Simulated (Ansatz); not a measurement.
Job for Ansatz (a first-principles code): R-BLYP/def2-TZVPP on C6H6 (SMILES c1ccccc1).

Ansatz 0.2 input:
```yaml
crystal:
  periodic: [false, false, false]
  atoms:
    - {symbol: C, position_ang: [-0.79491775, 1.14038937, 0.03309729]}
    - {symbol: C, position_ang: [-1.38447553, -0.11565864, -0.05769005]}
    - {symbol: C, position_ang: [-0.58955835, -1.25605132, -0.09078734]}
    - {symbol: C, position_ang: [0.79491775, -1.14038937, -0.03309729]}
    - {symbol: C, position_ang: [1.38447553, 0.11565864, 0.05769005]}
    - {symbol: C, position_ang: [0.58955835, 1.25605132, 0.09078734]}
    - {symbol: H, position_ang: [-1.41380798, 2.02825091, 0.05885141]}
    - {symbol: H, position_ang: [-2.46237083, -0.20570730, -0.10261676]}
    - {symbol: H, position_ang: [-1.04856778, -2.23395385, -0.16151109]}
    - {symbol: H, position_ang: [1.41380798, -2.02825091, -0.05885141]}
    - {symbol: H, position_ang: [2.46237083, 0.20570730, 0.10261676]}
    - {symbol: H, position_ang: [1.04856778, 2.23395385, 0.16151109]}
basis:
  gaussian:
    orbitals: def2-TZVPP
hamiltonian:
  xc: {name: BLYP}
scf: {lower_state_search: off}
```

It printed:

```
WARN ansatz: RAYON_NUM_THREADS=4 ignored (pool sized by the plan → 4); use --threads N
Functional definition: BLYP
these checks for a lower state are left out or cut short: stability, starts, cluster_reference, orbital_swaps, neighbouring_geometries, increment
integrals: 0.20 GiB planned
1434 factors; their error is unknown
mean field: 1.61 GiB planned
mean field evaluation 1: about -6303.0583 eV, gradient 8.0e1 eV
mean field evaluation 2: about -6273.0703 eV, gradient 1.4e2 eV
mean field evaluation 4: about -6319.2599 eV, gradient 3.5e0 eV
mean field evaluation 8: about -6319.2836 eV, gradient 2.2e-2 eV
mean field evaluation 16: about -6319.2363 eV, gradient 6.2e-4 eV
mean field -6319.23627158 eV, -232.2276496486 hartree, gradient 1.2e-6 eV, S^2 0.000000; 0 other end points of the search recorded, 0 dependent functions left out
reference -6319.23664913 eV, -232.2276635231 hartree; 21, 21 occupied and 249, 249 virtual orbitals, 1434 factors
Total energy: -6319.23664913 eV, -232.2276635231 hartree
Checks for a lower state left out: stability, starts, cluster_reference, orbital_swaps, neighbouring_geometries, increment
```

The run converged.

Cost: roughly 5 core-seconds.
